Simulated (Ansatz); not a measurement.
Cost and result for the atomization energy of `[CH3][GeH2][GeH3]` (11 atoms, 10 bonds).

Cartesian coordinates in Å:
```
C -1.509 -0.901 -0.408
Ge 0.267 -0.197 -0.838
Ge 1.200 1.002 1.051
H -2.186 -0.086 -0.151
H -1.448 -1.586 0.439
H -1.917 -1.439 -1.264
H 0.173 0.753 -2.048
H 1.210 -1.355 -1.222
H 1.322 0.071 2.271
H 0.291 2.180 1.442
H 2.597 1.558 0.728
```

Charge 0, multiplicity 1. Correlated methods include outer-core shells of Ge, which these sets cover unevenly. Scalar relativity is left out up to krypton. The geometry is a stationary point of PBE0-D4/def2-TZVP. Program: Ansatz. All runs use 4 threads of a server CPU on a shared host. Times are those of one run each, without the atoms' runs, and a repeat can differ threefold. Electronic energies, without spin–orbit coupling; frozen cores. CCSD(T)/CBS adds CCSD(T) − MP2 in def2-TZVPP to the MP2 limit, and its time is that of the two runs behind it. T1 = 0.011. With those shells the extrapolation isn't a true limit. B3LYP takes the VWN-RPA correlation (the form of Gaussian; ORCA's B3LYP/G). HSE06 is the plane-wave form, built on full-range PBE exchange.

CCSD(T)/CBS is a level of theory with its own doubt, some kJ/mol a heavy atom from the limit and from the frozen cores, so smaller differences don't rank the functionals.

```tsv
level	functions	wall time
LDA (SPW92)/def2-TZVPP	239	1.4 s
revPBE-D4/def2-TZVPP	239	2.3 s
PBE0-D4/def2-TZVPP	239	3.7 s
HSE06-D4/def2-TZVPP	239	4 s
B3LYP-D4/def2-TZVPP (with forces)	239	5.5 s
B2PLYP/def2-TZVPP	239	6 s
PBE-QIDH/def2-TZVPP	239	6 s
r2SCANh-D4/def2-TZVPP	239	6.5 s
ωB97X-V/def2-TZVPP	239	9 s
CCSD(T)/def2-SVP	118	10 s
MP2/def2-QZVPP	475	28 s
CCSD(T)/def2-TZVPP	239	3.4 min
CCSD(T)/CBS(def2)	–	3.9 min
```

Q: What atomization energy does each give, and how far from CCSD(T)/CBS? (Estimate.)

A: Computed: 
| level | atomization (kJ/mol) | difference from CCSD(T)/CBS | per bond |
| --- | --- | --- | --- |
| LDA (SPW92)/def2-TZVPP | 3683.2 | 367.0 | 36.7 |
| revPBE-D4/def2-TZVPP | 3219.6 | -96.6 | -9.7 |
| PBE0-D4/def2-TZVPP | 3269.7 | -46.5 | -4.6 |
| HSE06-D4/def2-TZVPP | 3269.4 | -46.8 | -4.7 |
| B3LYP-D4/def2-TZVPP (with forces) | 3285.8 | -30.4 | -3.0 |
| B2PLYP/def2-TZVPP | 3255.3 | -60.9 | -6.1 |
| PBE-QIDH/def2-TZVPP | 3275.9 | -40.3 | -4.0 |
| r2SCANh-D4/def2-TZVPP | 3296.6 | -19.6 | -2.0 |
| ωB97X-V/def2-TZVPP | 3319.5 | 3.3 | 0.3 |
| CCSD(T)/def2-SVP | 3131.0 | -185.2 | -18.5 |
| MP2/def2-QZVPP | 3254.4 | -61.8 | -6.2 |
| CCSD(T)/def2-TZVPP | 3265.6 | -50.6 | -5.1 |
| CCSD(T)/CBS(def2) | 3316.2 | 0.0 | 0.0 |

From PBE to PBE0 (25 % exact exchange), in def2-TZVPP and without D4, the atomization energy moves by −4.5 kJ/mol: exact exchange takes away binding that semilocal exchange gives to molecules. In def2-TZVPP, CCSD(T) changes the Hartree–Fock value by +786.5 kJ/mol (the triples alone add +30.3 kJ/mol) and MP2 by +746.6 kJ/mol; breaking electron pairs costs correlation energy, which Hartree–Fock lacks. At CCSD(T), def2-SVP lies −185.2 kJ/mol from the extrapolated value and def2-TZVPP −50.6 kJ/mol: correlation converges slowly with the basis, and small sets miss more of it in the bonded molecule than in its fragments.
